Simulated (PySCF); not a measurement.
H6Si3, SMILES [SiH2]1[SiH2][SiH2]1.

The structure is a stationary point at PBE0-D3(BJ)/def2-SVP.

All values below come from TDA-PBE/def2-SVPD (PySCF).

Vertical excitations; the highest root listed may be one member of a degenerate set. The molecule is in vacuum. State labels are in the subgroup C2v.

Computed UV-visible absorptions:
| state | symmetry | energy (eV) | λ (nm) | f | main pairs |
|---|---|---|---|---|---|
| S1 | A2 | 4.31 | 288 | 0.000 | HOMO−1→LUMO (degenerate set) |
| S2 | B2 | 4.31 | 288 | 0.000 | HOMO→LUMO (degenerate set) |
| S3 | B1 | 5.27 | 235 | 0.022 | HOMO→LUMO+3, HOMO−1→LUMO+2, HOMO→LUMO+1 (degenerate set) |
| S4 | A1 | 5.27 | 235 | 0.022 | HOMO−1→LUMO+3, HOMO−1→LUMO+1, HOMO→LUMO+2 (degenerate set) |
| S5 | B1 | 5.30 | 234 | 0.000 | HOMO→LUMO+1 50 %, HOMO−1→LUMO+2 50 % |
| S6 | A1 | 5.42 | 229 | 0.000 | HOMO−1→LUMO+1 49 %, HOMO→LUMO+2 49 % |
| S7 | B1 | 5.56 | 223 | 0.002 | HOMO−1→LUMO+4 (degenerate set) |
| S8 | A1 | 5.56 | 223 | 0.002 | HOMO→LUMO+4 (degenerate set) |
| S9 | B1 | 6.10 | 203 | 0.183 | HOMO→LUMO+3, HOMO−1→LUMO+2, HOMO→LUMO+1, HOMO−3→LUMO (degenerate set) |
| S10 | A1 | 6.10 | 203 | 0.183 | HOMO−1→LUMO+3, HOMO→LUMO+2, HOMO−1→LUMO+1, HOMO−2→LUMO (degenerate set) |
| T1 | A2 | 3.79 | 327 | 0 | HOMO−1→LUMO (degenerate set) |
| T2 | B2 | 3.79 | 327 | 0 | HOMO→LUMO (degenerate set) |
| T3 | B1 | 4.69 | 264 | 0 | HOMO→LUMO+3, HOMO→LUMO+1, HOMO−1→LUMO+2 (degenerate set) |
| T4 | A1 | 4.69 | 264 | 0 | HOMO−1→LUMO+3, HOMO−1→LUMO+1, HOMO→LUMO+2 (degenerate set) |
Triplets are in the Tamm–Dancoff approximation.
